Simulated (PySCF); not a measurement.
Cl₂In (SMILES [Cl][In+][Cl]), charge +1, singlet, at a GFN2-xTB geometry (such geometries of metal compounds can be far from the true shape) (all electrons, no relativity); B3LYP/STO-3G (PySCF).

The PySCF input:
```python
from pyscf import gto, scf, dft

mol = gto.M(
    atom='''
In    0.000000    0.000000    0.000000
Cl    0.000000    0.000000    2.299691
Cl   -0.000000   -0.000000   -2.299691
''',
    basis='sto-3g',
    charge=1,
    spin=0,
    verbose=4,
    symmetry=True,
)

mf = dft.RKS(mol)
mf.xc = 'b3lyp'
mf.kernel()
mf.analyze()
```

The log (banner, timings and long lists left out):

```
PySCF version 2.14.0

[INPUT] verbose = 4
[INPUT] num. atoms = 3
[INPUT] num. electrons = 82
[INPUT] charge = 1
[INPUT] spin (= nelec alpha-beta = 2S) = 0
[INPUT] symmetry True subgroup None
[INPUT] Mole.unit = angstrom
[INPUT] Symbol           X                Y                Z      unit          X                Y                Z       unit  Magmom
[INPUT]  1 In     0.000000000000   0.000000000000   0.000000000000 AA    0.000000000000   0.000000000000   0.000000000000 Bohr   0.0
[INPUT]  2 Cl     0.000000000000   0.000000000000   2.299691000000 AA    0.000000000000   0.000000000000   4.345786161127 Bohr   0.0
[INPUT]  3 Cl     0.000000000000   0.000000000000  -2.299691000000 AA    0.000000000000   0.000000000000  -4.345786161127 Bohr   0.0

nuclear repulsion = 416.610466523833
point group symmetry = Dooh
symmetry origin: [0. 0. 0.]
symmetry axis x: [1. 0. 0.]
symmetry axis y: [0. 1. 0.]
symmetry axis z: [0. 0. 1.]
num. orbitals of irrep A1g = 12
num. orbitals of irrep E1gx = 4
num. orbitals of irrep E1gy = 4
num. orbitals of irrep A1u = 9
num. orbitals of irrep E1uy = 6
num. orbitals of irrep E1ux = 6
num. orbitals of irrep E2gx = 2
num. orbitals of irrep E2gy = 2
number of shells = 21
number of NR pGTOs = 135
number of NR cGTOs = 45
basis = sto-3g
ecp = {}

******** <class 'pyscf.dft.rks_symm.SymAdaptedRKS'> ********
method = SymAdaptedRKS
initial guess = minao
damping factor = 0
level_shift factor = 0
DIIS = <class 'pyscf.scf.diis.CDIIS'>
diis_start_cycle = 1
diis_space = 8
diis_damp = 0
SCF conv_tol = 1e-09
SCF conv_tol_grad = None
SCF max_cycles = 50
direct_scf = True
direct_scf_tol = 1e-13
XC library pyscf.dft.libxc version 7.1.2
    S. Lehtola, C. Steigemann, M. J. T. Oliveira, and M. A. L. Marques,  SoftwareX 7, 1–5 (2018)
XC functionals = b3lyp
    P. J. Stephens, F. J. Devlin, C. F. Chabalowski, and M. J. Frisch,  J. Phys. Chem. 98, 11623 (1994)
radial grids:
    Treutler-Ahlrichs [JCP 102, 346 (1995); DOI:10.1063/1.469408] (M4) radial grids

becke partition: Becke, JCP 88, 2547 (1988); DOI:10.1063/1.454033
pruning grids: <function nwchem_prune>
grids dens level: 3
symmetrized grids: True
atomic radii adjust function: <function treutler_atomic_radii_adjust>
small_rho_cutoff = 0
Freeze 0 electrons in irreps []
    82 free electrons in irreps A1g E1gx E1gy A1u E1uy E1ux E2gx E2gy
Set gradient conv threshold to 3.16228e-05
Initial guess from minao.
tot grids = 59640
init E= -6579.92535902572
HOMO (E1gy) = -0.636193214787624  LUMO (A1g) = -0.459592664301132  gap/eV = 4.80555
cycle= 1 E= -6595.09063702215  delta_E= -15.2  |g|= 0.253  |ddm|= 2.49
HOMO (E1gy) = -0.456157111224326  LUMO (A1g) = -0.26168712009653  gap/eV = 5.29180
cycle= 2 E= -6595.11598823197  delta_E= -0.0254  |g|= 0.072  |ddm|= 0.842
HOMO (E1gy) = -0.483901468781755  LUMO (A1g) = -0.26781818078965  gap/eV = 5.87993
cycle= 3 E= -6595.11725500697  delta_E= -0.00127  |g|= 0.0552  |ddm|= 0.312
HOMO (E1gy) = -0.477050065463995  LUMO (A1g) = -0.270844659854014  gap/eV = 5.61113
cycle= 4 E= -6595.11911022693  delta_E= -0.00186  |g|= 0.00121  |ddm|= 0.139
HOMO (E1gy) = -0.477226455637316  LUMO (A1g) = -0.27065911639056  gap/eV = 5.62098
cycle= 5 E= -6595.11911122587  delta_E= -9.99e-07  |g|= 0.000128  |ddm|= 0.00387
HOMO (E1gy) = -0.477255135329614  LUMO (A1g) = -0.270696923501791  gap/eV = 5.62074
cycle= 6 E= -6595.11911123208  delta_E= -6.21e-09  |g|= 2.48e-06  |ddm|= 0.000316
HOMO (E1gy) = -0.477253711213813  LUMO (A1g) = -0.270696005016879  gap/eV = 5.62072
cycle= 7 E= -6595.1191112321  delta_E= -1.36e-11  |g|= 4.58e-07  |ddm|= 1.13e-05
HOMO (E1gy) = -0.477253857281731  LUMO (A1g) = -0.270695952823066  gap/eV = 5.62073
Extra cycle  E= -6595.1191112321  delta_E=    0  |g|= 4.97e-07  |ddm|= 2.33e-06
converged SCF energy = -6595.1191112321
**** SCF Summaries ****
Total Energy =                       -6595.119111232096657
Nuclear Repulsion Energy =             416.610466523833054
One-electron Energy =                -9933.695180845114010
Two-electron Energy =                 2921.965603089184697
Two-electron Coulomb Energy =         3134.560838335679819
DFT Exchange-Correlation Energy =     -212.595235246495122
HOMO-LUMO gap [eV] =                     5.620726873707005
Wave-function symmetry id = 0
occupancy for each irrep:    A1g E1gx E1gy  A1u E1uy E1ux E2gx E2gy
                              11    4    4    8    5    5    2    2
**** MO energy ****
MO #1 (A1g #1), energy= -977.01688623003 occ= 2
MO #2 (A1g #2), energy= -142.18278009834 occ= 2
MO #3 (E1uy #1), energy= -135.031120386365 occ= 2
MO #4 (E1ux #1), energy= -135.031120386365 occ= 2
MO #5 (A1u #1), energy= -135.03108568902 occ= 2
MO #6 (A1u #2), energy= -100.69356184014 occ= 2
MO #7 (A1g #3), energy= -100.693541464502 occ= 2
MO #8 (A1g #4), energy= -26.1614071176808 occ= 2
MO #9 (E1uy #2), energy= -23.5134947419313 occ= 2
MO #10 (E1ux #2), energy= -23.5134947419313 occ= 2
MO #11 (A1u #3), energy= -23.5109958444105 occ= 2
MO #12 (E2gx #1), energy= -15.8634655947761 occ= 2
MO #13 (E2gy #1), energy= -15.8634655947761 occ= 2
MO #14 (E1gx #1), energy= -15.8606095928444 occ= 2
MO #15 (E1gy #1), energy= -15.8606095928444 occ= 2
MO #16 (A1g #5), energy= -15.8600455198253 occ= 2
MO #17 (A1u #4), energy= -9.48908816185396 occ= 2
MO #18 (A1g #6), energy= -9.48817273627528 occ= 2
MO #19 (A1u #5), energy= -7.26686132356079 occ= 2
MO #20 (A1g #7), energy= -7.26600707811936 occ= 2
MO #21 (E1uy #3), energy= -7.2539239160429 occ= 2
MO #22 (E1ux #3), energy= -7.2539239160429 occ= 2
MO #23 (E1gx #2), energy= -7.25376905326114 occ= 2
MO #24 (E1gy #2), energy= -7.25376905326114 occ= 2
MO #25 (A1g #8), energy= -3.94451485590174 occ= 2
MO #26 (E1uy #4), energy= -2.88687902905419 occ= 2
MO #27 (E1ux #4), energy= -2.88687902905419 occ= 2
MO #28 (A1u #6), energy= -2.88682832024631 occ= 2
MO #29 (A1g #9), energy= -0.986652499759459 occ= 2
MO #30 (A1u #7), energy= -0.97226720706432 occ= 2
MO #31 (A1g #10), energy= -0.653580363439502 occ= 2
MO #32 (E1gx #3), energy= -0.642518376138378 occ= 2
MO #33 (E1gy #3), energy= -0.642518376138378 occ= 2
MO #34 (E2gx #2), energy= -0.639864901095928 occ= 2
MO #35 (E2gy #2), energy= -0.639864901095928 occ= 2
MO #36 (A1g #11), energy= -0.569227803167489 occ= 2
MO #37 (A1u #8), energy= -0.544817207623396 occ= 2
MO #38 (E1uy #5), energy= -0.499662969922643 occ= 2
MO #39 (E1ux #5), energy= -0.499662969922643 occ= 2
MO #40 (E1gx #4), energy= -0.477253857281731 occ= 2
MO #41 (E1gy #4), energy= -0.477253857281731 occ= 2
MO #42 (A1g #12), energy= -0.270695952823066 occ= 0
MO #43 (E1uy #6), energy= -0.224240430185524 occ= 0
MO #44 (E1ux #6), energy= -0.224240430185524 occ= 0
MO #45 (A1u #9), energy= 0.0331327520018058 occ= 0
 ** Mulliken pop on meta-lowdin orthogonal AOs  **
 ** Mulliken pop  **
 ** Mulliken atomic charges  **
charge of    0In =      1.08566
charge of    1Cl =     -0.04283
charge of    2Cl =     -0.04283

WARN: System has nonzero charge 1; the dipole moment is origin-dependent.
Location of origin: [0. 0. 0.]

Dipole moment(X, Y, Z, Debye):  0.00000,  0.00000,  0.00000
```
